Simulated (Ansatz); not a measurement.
Geometry optimisation, RHF/def2-SVP in Ansatz 0.2.0.

Input file:

```yaml
crystal:
  periodic: [false, false, false]
  atoms:
    - { symbol: Hf, position_ang: [0.300534, -0.488072, -0.830607] }
    - { symbol: Cl, position_ang: [1.234287, 0.942553, 2.476762] }
    - { symbol: "N", position_ang: [2.196946, 0.236375, -0.923655] }
    - { symbol: H, position_ang: [2.910361, -0.09546, -1.554582] }
    - { symbol: H, position_ang: [2.590414, 0.980852, -0.373739] }
    - { symbol: "N", position_ang: [-1.14425, 0.755432, -0.120737] }
    - { symbol: H, position_ang: [-2.091786, 0.813551, -0.464216] }
    - { symbol: H, position_ang: [-1.029895, 1.444916, 0.602714] }
    - { symbol: Cl, position_ang: [-0.356329, -1.627907, -2.837732] }
    - { symbol: Si, position_ang: [0.515328, -2.471161, 0.930115] }
    - { symbol: H, position_ang: [-0.717518, -3.301831, 1.053366] }
    - { symbol: H, position_ang: [1.613029, -3.410701, 0.549668] }
    - { symbol: H, position_ang: [0.840333, -2.087454, 2.342389] }
    - { symbol: H, position_ang: [1.081046, -0.375592, 2.485255] }
basis:
  gaussian: { orbitals: def2-SVP }
hamiltonian:
  xc: hf
relax:
  f_tol: 0.03
  max_steps: 50
```

Command:

```bash
$ ansatz run input.yaml --threads 4 --pin off --max-ram 5120MiB --backend cpu --events-out ev --progress --plain --runs-dir out
```

Q: Where does it end, and by what steps?

A: It converged. After 9 steps the energy has fallen by 0.259 eV; H14 moved furthest, 0.71 Å.

| step | energy less start (eV) | largest force component (eV/Å) | accepted |
| --- | --- | --- | --- |
| 0 | 0.0000 | 1.496 | yes |
| 1 | -0.0457 | 1.136 | yes |
| 2 | -0.0735 | 1.313 | yes |
| 3 | -0.1891 | 0.816 | yes |
| 4 | -0.2198 | 0.679 | yes |
| 5 | -0.2123 | 0.990 | no |
| 6 | -0.2530 | 0.226 | yes |
| 7 | -0.2586 | 0.043 | yes |
| 8 | -0.2587 | 0.034 | yes |
| 9 | -0.2594 | 0.018 | yes |

```xyz
14
Properties=species:S:1:pos:R:3
Hf 0.282 -0.570 -0.993
Cl 1.386 1.343 2.669
N 2.143 0.233 -0.949
H 2.899 0.033 -1.582
H 2.469 0.908 -0.276
N -1.107 0.658 -0.172
H -2.087 0.697 -0.400
H -0.925 1.342 0.545
Cl -0.349 -1.511 -3.112
Si 0.454 -2.674 0.856
H -0.821 -3.426 1.040
H 1.505 -3.681 0.529
H 0.810 -2.147 2.214
H 1.282 0.108 2.968
```

Whether the end is a true minimum wasn't checked by a vibrational analysis.

The run took 27 s on 4 threads of Arm Neoverse V2, on a shared host, peak memory 0.36 GiB.
